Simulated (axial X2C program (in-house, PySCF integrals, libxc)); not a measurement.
# SrH⁺: cheaper levels and CCSD(T), two-component

All values were computed with an in-house relativistic program for diatomic molecules. Two-component (2c) means X2C with spin–orbit coupling and atomic mean-field two-electron Coulomb and Gaunt terms. Basis: Sr dyall-cv3z [13s12p8d5f1g], H dyall-v3z [6s2p1d] (cores contracted in-house); Gaussian nuclei, density fitting, unrestricted open shells. Masses: Sr 87.906 u, H 1.008 u.

State: Ω = 0 (closed shell); fragments Sr+ + H.

```tsv
level	Re (Å)	ωe (cm⁻¹)	De (eV)
PBE0	2.019	1429.1	2.17
HF	2.065	1424.9	1.24
MP2	2.022	1455.9	1.88
CCSD	2.039	1413.9	2.09
B3LYP	2.029	1410.2	2.21
```

Correlated methods: 10 electrons correlated (number of frozen shells: Sr 3 s, 2 p, 1 d; H none), 196 virtual spin orbitals or spinors in MP2, 90 natural virtuals in coupled cluster.

CCSD(T), same Hamiltonian and basis:

Re = 2.039 Å, ωe = 1409.5 cm⁻¹, De = 2.10 eV; T1 = 0.011 (Lee–Taylor normalisation).

Give the differences from CCSD(T) in the columns below.



```json
{"level": "PBE0", "ΔRe (Å)": "-0.020", "Δωe (cm⁻¹)": "20", "ΔDe (eV)": "0.07"}
{"level": "HF", "ΔRe (Å)": "0.026", "Δωe (cm⁻¹)": "15", "ΔDe (eV)": "-0.86"}
{"level": "MP2", "ΔRe (Å)": "-0.017", "Δωe (cm⁻¹)": "46", "ΔDe (eV)": "-0.22"}
{"level": "CCSD", "ΔRe (Å)": "0.000", "Δωe (cm⁻¹)": "4", "ΔDe (eV)": "-0.01"}
{"level": "B3LYP", "ΔRe (Å)": "-0.010", "Δωe (cm⁻¹)": "1", "ΔDe (eV)": "0.11"}
```

The state is one determinant whose occupation by symmetry is held fixed; it was picked as the lowest of a PBE0 search that is not exhaustive. The closed shell is kept restricted, so the energy runs too high when the bond is stretched far. De is counted from the lowest determinant-based energies of the atoms at the same level, without counterpoise correction. Coupled cluster ran in a truncated set of natural virtual spinors; the MP2 energy of the rest was added. (T) has no such correction and the atoms are truncated less, which lowers De at CCSD(T) by a hundredth of an eV or more.
